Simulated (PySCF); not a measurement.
C₃H₈Si₂, SMILES C=C1C[SiH2][SiH2]1. Geometry: B3LYP-D3(BJ)/def2-SVP. The structure was generated by enumeration, and PubChem lists no compound with its InChIKey, so it may never have been made.

Computed with B3LYP-D3(BJ)/def2-SVP (PySCF).

Harmonic wavenumbers (cm⁻¹): 88, 258, 315, 353, 414, 434, 499, 593, 619, 626, 658, 694, 711, 779, 831, 913, 939, 941, 943, 1074, 1121, 1174, 1402, 1424, 1691, 2196, 2208, 2217, 2223, 3016, 3091, 3107, 3203. Rotational constants (GHz): 4.374, 2.746, 1.883; symmetry number 1.

**Question.** Work out the zero-point energy and the ideal-gas rigid-rotor harmonic-oscillator thermochemistry at 298.15 K and 1 atm.

**Answer.** ZPE = ½ Σ hcν = ½ × 40754 cm⁻¹ = 243.76 kJ/mol. H − E(el) = 264.27 kJ/mol. Entropy in J/(mol K): translation 166.21, rotation 113.20, vibration 57.07, total 336.48. G − E(el) = 163.95 kJ/mol. Cp = 120.06 J/(mol K). Modes under 150 cm⁻¹ make the vibrational entropy uncertain.
